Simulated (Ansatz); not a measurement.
Mulliken charges of BrClH2Si (`Cl[SiH2]Br`) from PBE/def2-TZVPP in Ansatz (PBE0-D4/def2-TZVP geometry).

```tsv
atom	x (Å)	y (Å)	z (Å)	charge (e)
Cl1	-0.904	-0.545	1.666	-0.190
Si2	0.153	-0.086	-0.019	0.427
Br3	-0.990	1.312	-1.287	-0.171
H4	0.380	-1.328	-0.783	-0.033
H5	1.411	0.573	0.382	-0.033
```

By hand: the dipole of these point charges (1 e Å = 4.8032 D).

Σ q r = (0.347, -0.133, -0.091) e Å, of length 0.383 e Å = 1.84 D.

How does the dipole of the full density compare? (Estimate.)

The calculation gave: (0.190, -0.076, -0.044) e Å, 1.01 D; the point charges give 1.82 times that, at 2° from its direction.

Point charges leave out the atoms' own dipoles, such as those of lone pairs, and Mulliken's split depends on the basis, so the two needn't agree.
